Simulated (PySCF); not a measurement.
# UHF on Ne⁺ (neon, charge +1)

Configuration: [He] 2s1 2p6, 2S determinant (an excited configuration). All numbers are calculated (PySCF 2.14, scalar relativity by spin-free X2C-1e, in x2c-QZVPPall with one added diffuse shell each of s, p, d, f type (8s5p4d3f1g, 73 functions)).

| Quantity | Value |
| --- | --- |
| Total energy | -126.871431 hartree |
| One-electron energy | -174.3215 hartree |
| Hartree (Coulomb) energy | 58.7669 hartree |
| Exchange energy | -11.3169 hartree |
| ⟨S²⟩ | 0.7561 |
| ⟨L²⟩ | 0.000 |
| Sum of ⟨r⟩ | 6.476 bohr |
| Sum of ⟨r²⟩ | 6.977 bohr² |
| Langevin diamagnetic susceptibility | -5.53 ×10⁻⁶ cm³/mol |

| shell | electrons | mean orbital energy (hartree) | rms radius, mean of both spins (bohr) |
| --- | --- | --- | --- |
| 1s α | 1 | -33.72491 | 0.183 |
| 1s β | 1 | -33.59636 | 0.183 |
| 2s α | 1 | -2.77047 | 0.931 |
| 2p α | 3 | -1.67408 | 1.00 |
| 2p β | 3 | -1.43581 | 1.00 |
